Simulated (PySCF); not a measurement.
# Computed structure and properties of [Pb(BH4)3]+

System: [Pb(BH4)3]+ (singlet; a saddle point, relaxed within its symmetry); start: template (C3h). Method: PySCF 2.14.0, RKS PBE0, Pb def2-SVP with ECP60, B def2-SVP, H def2-SVP; non-relativistic Hamiltonian with scalar-relativistic core potentials where named; density fitting; no spin-orbit coupling.

Input of the relaxation:

```python
mol = gto.M(atom='''
Pb     0.00000    -0.00000     0.00000
B      2.21342    -0.00000     0.00000
H      3.41341    -0.00000     0.00000
H      1.79751    -0.58941     1.02080
H      1.79751    -0.58941    -1.02080
H      1.79751     1.17879     0.00000
B     -1.10671     1.91688     0.00000
H     -1.70670     2.95610     0.00000
H     -0.38831     1.85139     1.02080
H     -0.38831     1.85139    -1.02080
H     -1.91962     0.96730     0.00000
B     -1.10671    -1.91688     0.00000
H     -1.70670    -2.95610     0.00000
H     -1.40920    -1.26199     1.02080
H     -1.40920    -1.26199    -1.02080
H      0.12210    -2.14608     0.00000''',
    basis={'Pb': 'def2-SVP', 'B': 'def2-SVP', 'H': 'def2-SVP'},
    ecp={'Pb': 'def2-SVP'},
    charge=1, spin=0)
mf = dft.RKS(mol, xc='PBE0')
mf.grids.atom_grid = (50, 194)
mf = mf.density_fit()  # fitting sets: Pb def2-universal-JKFIT, B def2-universal-JKFIT, H def2-universal-JKFIT
mf.conv_tol = 1e-08; mf.max_cycle = 55
mf.kernel(dm0)  # dm0: converged density of the start geometry
# quasi-Newton relaxation in Cartesian coordinates to a largest gradient under 0.00045 Eh/bohr, steps kept in the point group
```

Run from Python with OMP_NUM_THREADS=2; the lines above give its settings. Where DIIS fails, smearing, a level shift and second-order steps follow.
It took 3 min on 2 threads of Arm Neoverse V1 (shared host), from the converged density of the start.

Course of the relaxation:

```tsv
step	energy above end (eV)	largest force component within the symmetry (eV/Å)
0	1.7780	1.197
1	1.4948	0.741
2	1.1487	0.325
3	1.0032	0.215
4	0.9150	0.351
5	0.8367	0.518
6	0.7204	0.749
7	0.5999	0.957
22	0.0413	0.230
23	0.0036	0.190
24	0.0016	0.090
25	0.0002	0.027
26	0.0000	0.013
27	0.0000	0.007
```
(The steps between are left out.)

Relaxed geometry (C3h):

```xyz
16

Pb    0.0000    0.0000    0.0000
B     2.2549    0.3775    0.0000
H     3.0557   -0.6006    0.0000
H     2.6245   -0.2712    1.0177
H     2.6245   -0.2712   -1.0177
H     2.7425    1.4712    0.0000
B    -1.4544    1.7641    0.0000
H    -1.0077    2.9466    0.0000
H    -1.0773    2.4085    1.0177
H    -1.0773    2.4085   -1.0177
H    -2.6453    1.6395    0.0000
B    -0.8005   -2.1416    0.0000
H    -2.0480   -2.3460    0.0000
H    -1.5471   -2.1372    1.0177
H    -1.5471   -2.1372   -1.0177
H    -0.0972   -3.1107    0.0000
```

```csv
contact,Å
Pb1–B2 (BH4),2.286
Pb1–B7 (BH4),2.286
Pb1–B12 (BH4),2.286
```

On the finer grid (75, 302):

The HOMO is -12.13 eV. The LUMO is -6.90 eV and the dipole about the centre of mass is 0.00 D. The set of Mulliken populations of Pb1 outside the core potential is s 3.55, p 7.58, d 10.09 and the D3(BJ) dispersion energy (not in the energies) is -0.293 eV.

| atom | Mulliken (e) | Löwdin (e) | spin (e) |
| --- | --- | --- | --- |
| Pb1 | 0.78 | 0.89 | 0.00 |
| B2 | -0.45 | -0.49 | 0.00 |
| H3 | 0.21 | 0.22 | 0.00 |
| H4 | 0.10 | 0.13 | 0.00 |
| H5 | 0.10 | 0.13 | 0.00 |
| H6 | 0.13 | 0.03 | 0.00 |
| B7 | -0.45 | -0.49 | 0.00 |
| H8 | 0.21 | 0.22 | 0.00 |
| H9 | 0.10 | 0.13 | 0.00 |
| H10 | 0.10 | 0.13 | 0.00 |
| H11 | 0.13 | 0.03 | 0.00 |
| B12 | -0.45 | -0.49 | 0.00 |
| H13 | 0.21 | 0.22 | 0.00 |
| H14 | 0.10 | 0.13 | 0.00 |
| H15 | 0.10 | 0.13 | 0.00 |
| H16 | 0.13 | 0.03 | 0.00 |

On the grid (50, 194), as all that follows. Harmonic modes: 3 unstable, so a saddle point once the symmetry is let go (counted below −25 cm⁻¹); lowest -850 cm⁻¹ (negative: unstable), highest 2710 cm⁻¹, zero-point energy 2.937 eV.

Taking off one BH4 (charge -1, singlet; the rest: singlet) in vacuum, both parts rigid, costs 16.38 eV; the small basis without counterpoise inflates it. Most of it is the attraction of opposite charges; other ways to part are cheaper, and one spin state was tried for the rest.

Rigid scan of BH4 along the line from its metal:

```json
{"distance to B2 (Å)": "1.99", "energy (eV)": "0.685"}
{"distance to B2 (Å)": "2.09", "energy (eV)": "0.265"}
{"distance to B2 (Å)": "2.19", "energy (eV)": "0.058"}
{"distance to B2 (Å)": "2.29", "energy (eV)": "0.000"}
{"distance to B2 (Å)": "2.39", "energy (eV)": "0.044"}
```

One start shape was tried, so this needn't be the lowest isomer.
